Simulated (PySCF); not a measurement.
Vertical excitations of a molecule C2H7NSi3 from TDA-PBE/def2-SVPD run with PySCF, as energy in eV (oscillator strength): 4.72 (0.001), 4.78 (0.026), 4.80 (0.030), 4.93 (0.016), 5.08 (0.005), 5.23 (0.139), 5.50 (0.050), 5.57 (0.010), 5.71 (0.000), 5.85 (0.007). Lowest triplet (TDA): 4.26 eV. Geometry optimised at B3LYP-D3(BJ)/def2-SVP. Other conformers were not sampled.

### Question
Pick the molecule that these values belong to.
(A) C#C[SiH]1[SiH2]N[SiH2]1
(B) C#C[Si@H]1N[SiH2][SiH2]1
(C) N#CC1[SiH2][SiH2][SiH2]1

### Answer
A, C#C[SiH]1[SiH2]N[SiH2]1
